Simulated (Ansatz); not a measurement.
Species: CH6OSi, net charge 0, singlet state. 
Structure (B3LYP-D3(BJ)/def2-TZVP (Ansatz, an electronic-structure program) minimum search):
```
O
C 1 1.4184
H 2 1.0897 1 108.09
H 2 1.0949 3 108.68 1 120.91
H 2 1.0949 3 108.68 4 118.17
Si 1 1.6455 2 123.36 3 180.00
H 6 1.4759 1 106.49 2 -180.00
H 6 1.4858 7 110.32 1 -120.46
H 6 1.4858 7 110.32 8 -119.08
```

Wanted: atomisation energy (electronic, to ground-state atoms); the coupled-cluster value holds the core correlation from cc-pwCVTZ, in kJ/mol. Correlated levels leave the core frozen unless marked. UHF or UKS for open shells. Spin-orbit coupling is left out. No relativistic terms. CBS(X,Y): correlation extrapolated as X^-3; Hartree-Fock from the larger set (for Q and 5 zeta extrapolated as (X+1)exp(-9√X)).

Level to compare with: CCSD(T)/CBS(cc-pV(Q+d)Z,cc-pV(5+d)Z) plus the core term (Ansatz), 3119.0 kJ/mol. It is a level with limits of its own, and the differences hold the functionals' basis error too.

### Question
Rank these functionals by how close they come to CCSD(T)/CBS(cc-pV(Q+d)Z,cc-pV(5+d)Z), closest first: PBE0/def2-TZVPD (Ansatz); B97M-V/def2-TZVPD (Ansatz); wB97X-V/def2-TZVPD (Ansatz).

### Answer
wB97X-V/def2-TZVPD (range-separated hybrid with VV10, 3118.3 kJ/mol, difference -0.7), B97M-V/def2-TZVPD (meta-GGA with VV10, 3103.1 kJ/mol, difference -15.9), PBE0/def2-TZVPD (global hybrid, 3065.1 kJ/mol, difference -53.9)
